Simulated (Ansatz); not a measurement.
```xyz
3

Cl   -0.0223   -0.0001   -2.1482
Mg    0.0181   -0.0171    0.0434
Cl    0.0282    0.0080    2.2335
```

Basis set: aug-cc-pVDZ (spherical functions). Left uncorrelated: 11 orbitals. Charge 0, multiplicity 1.

Computed with Ansatz (development build ahead of 0.2.0); each method stands on the lowest determinant of its kind that the runs found. Restricted open shells among the atoms or ions are ROHF, correlated in semicanonical orbitals with singles.

The atomization energy at this shape (free ground-state atoms in the same class of orbitals less the molecule, no zero-point energy) of singlet MgCl₂:

```
 method  atomization energy
RHF-MP2             8.08 eV
```

(1) What does RHF give?

Answers

(1) 6.74 eV.
